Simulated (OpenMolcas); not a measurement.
# O4+: CASPT2 settings compared

| Item | Value |
| --- | --- |
| Program | OpenMolcas |
| Basis | ANO-RCC-VTZP [4s3p2d1f] |
| Scalar Hamiltonian | DKH3, point nucleus |
| Active space | 2 electrons in 4 orbitals (2s 2p) |
| State averaging | 2S+1 = 3 even, 3 roots (0 in the spin-orbit step); 2S+1 = 1 even, 6 roots (1 in the spin-orbit step); 2S+1 = 3 odd, 3 roots; 2S+1 = 1 odd, 3 roots |
| Spin-orbit coupling | RASSI with atomic mean-field integrals over the reference wave functions, term energies averaged over their components |

Methods on the same reference wave functions:
A. CASSCF
B. SS-CASPT2, IPEA 0.5 Eh, imaginary shift 0.3 Eh (closed shells correlated: 1s)
C. XMS-CASPT2, IPEA 0.75 Eh, no level shift (closed shells correlated: 1s)
D. XMS-CASPT2, IPEA 0.75 Eh, imaginary shift 0.5 Eh (closed shells correlated: 1s)

Energies in cm⁻¹ above 2s² ¹S₀, the measured ground level; measured values from Moore, Selected Tables of Atomic Spectra, NSRDS-NBS 3, section 9.

```
     Level       A       B       C       D  Measured
   2s² ¹S₀     0.0     0.0     0.0     0.0       0.0
2s 2p ³P°₀   82879   82082   81986   81986     81942
2s 2p ³P°₁   83027   82229   82134   82134     82079
2s 2p ³P°₂   83323   82526   82430   82430     82385
2s 2p ¹P°₁  171059  162042  161450  161452    158798
```

Deviations, from unrounded energies. A percentage is the sum of absolute deviations over the sum of measured energies, with the sign that they share, or ± where signs differ.

| Against measurement | Levels | A | B | C | D |
| --- | --- | --- | --- | --- | --- |
| mean absolute deviation (cm-1) | 4 | 3800 | 920 | 700 | 700 |
| other configurations (%) | 4 | +3.7 | +0.9 | +0.7 | +0.7 |

C, D lie about equally close to measurement and A furthest from it. The largest miss of C in the table is 2s 2p ¹P°₁, by +2700 cm-1. The ranking rests on the paired levels alone, and a cruder setting can come out closer through cancelling errors.

Among B to D the level of the table that moves most is 2s 2p ¹P°₁, by 590 cm-1 (lowest in C, highest in B).

The two smallest mean deviations differ by little beside CASPT2's spread within terms, so their order carries little weight.

The lowest spin-free term lies below A's lowest term by 0.006 hartree in B, 0.006 hartree in C, 0.006 hartree in D.

Measured partners are found by configuration, term and J. A level has none where our copy of the source lacks it or the pairing is in doubt (some pairs that miss far off the trend of their configuration count as doubtful), and it then counts in no deviation. Levels of configurations outside the active space are missing.

° marks odd parity.
